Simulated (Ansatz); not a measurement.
## The vertical ionisation energy down a group: Si to Sn

One atom is swapped for its congeners: Si(OH)2; Ge(OH)2; Sn(OH)2. All are singlets with charge 0.

Shapes, held fixed at every level: PBE0-D4/def2-TZVP. Flexible molecules stand in one conformer, not always the lowest. Programs: Ansatz 0.2.0. Values in eV.

```tsv
level	Si(OH)2	Ge(OH)2	Sn(OH)2
PBE-D4/def2-TZVPP	9.41	10.30	9.52
r2SCAN-D4/def2-TZVPP	9.36	10.35	9.63
PBE0-D4/def2-TZVPP	9.52	10.40	9.71
wB97M-V/def2-TZVPP	9.67	10.50	9.85
MP2/def2-TZVPP	9.46	10.36	10.25
CCSD(T)/def2-TZVPP	9.64	10.42	9.85
```

At CCSD(T)/def2-TZVPP the vertical ionisation energy isn't monotonic: it is largest for Ge and smallest for Si (10.42 and 9.64 eV). Every level shows the same order. For atoms past krypton def2 sets carry core potentials with scalar relativity. Relativity is left out for Ge unless named. Correlated rows may include outer-core shells of Ge, Sn, which these sets cover unevenly.
